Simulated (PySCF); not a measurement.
LDA on Be⁺ (beryllium, charge +1)

Configuration: [He] 3d1, 2D determinant (an excited configuration). Computed with PySCF 2.14 in dyall-av3z (15s9p4d2f, 76 functions), with the spin-free X2C one-electron Hamiltonian (Gaussian nucleus).

```
Total energy                                                  : -13.6819 hartree
One-electron energy                                           : -16.5463 hartree
Hartree (Coulomb) energy                                      : 5.0633 hartree
Exchange-correlation energy                                   : -2.1990 hartree
⟨S²⟩                                                          : 0.7500
⟨L²⟩                                                          : 6.000
Sum of ⟨r⟩                                                    : 5.669 bohr
Sum of ⟨r²⟩                                                   : 26.31 bohr²
Traceless quadrupole moment −½Σ⟨3z² − r²⟩ along its main axis : 7.38 e·bohr²
Langevin diamagnetic susceptibility                           : -20.8 ×10⁻⁶ cm³/mol
```

```json
{"shell": "1s α", "electrons": "1", "mean orbital energy (eV)": "-124.43", "rms radius, mean of both spins (bohr)": "0.490"}
{"shell": "1s β", "electrons": "1", "mean orbital energy (eV)": "-124.42", "rms radius, mean of both spins (bohr)": "0.490"}
{"shell": "3d α", "electrons": "1", "mean orbital energy (eV)": "-4.654", "rms radius, mean of both spins (bohr)": "5.08"}
```

The outer electron is Rydberg-like, and this basis confines it to a smaller radius and binds it less than a complete one would.
